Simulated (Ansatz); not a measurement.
Ideal-gas functions of FH₄InSi (`[F][InH][SiH3]`) at 800 K and 1 bar, from an Ansatz frequency run at PBE0-D4/def2-TZVP.

Molar mass 165.93 g/mol, point group Cs (symmetry number 1), electronic degeneracy 1, moments of inertia 56.721, 206.403, 257.207 u Å². Harmonic wavenumbers (cm⁻¹, unscaled): 37, 94, 297, 327, 453, 478, 509, 571, 846, 933, 940, 1840, 2217, 2233, 2235.

Use S(trans) = R[1.5 ln M + 2.5 ln T − 1.1517]; rotational temperatures θ = 24.2544 K / I; S(rot) = R[ln(√π/σ · √(T³/θAθBθC)) + 1.5]; for each mode x = 1.438777 ν̃/T, S = R[x/(eˣ − 1) − ln(1 − e⁻ˣ)] and H = RT x/(eˣ − 1); 1 cm⁻¹ = 0.0119627 kJ/mol; R = 8.31446 J/(mol·K).

By hand: the entropy, in J/(mol·K).

Translation 193.1. Rotation: θ = 0.4276, 0.1175, 0.0943 K, giving 122.8. Vibration, mode by mode: 30.85, 23.10, 13.63, 12.85, 10.24, 9.82, 9.33, 8.45, 5.58, 4.92, 4.87, 1.35, 0.78, 0.76, 0.76, in all 137.3. Electronic 0.0. Sum 453.2 J/(mol·K).

By hand: H − E and G − E in kJ/mol, counted from the electronic energy.

Zero-point energy ½ × 14010 × 0.0119627 = 83.8; thermal vibration 49.1; translation, rotation and pV give 4 RT = 26.6. H − E = 159.5 kJ/mol, and G − E = 159.5 − 800 × 453.2/1000 = -203.1 kJ/mol.

Vibration gives 30 % of the entropy, 54.0 J/(mol·K) of it from the modes under 150 cm⁻¹: soft modes count most, and the harmonic formula is weakest for them.
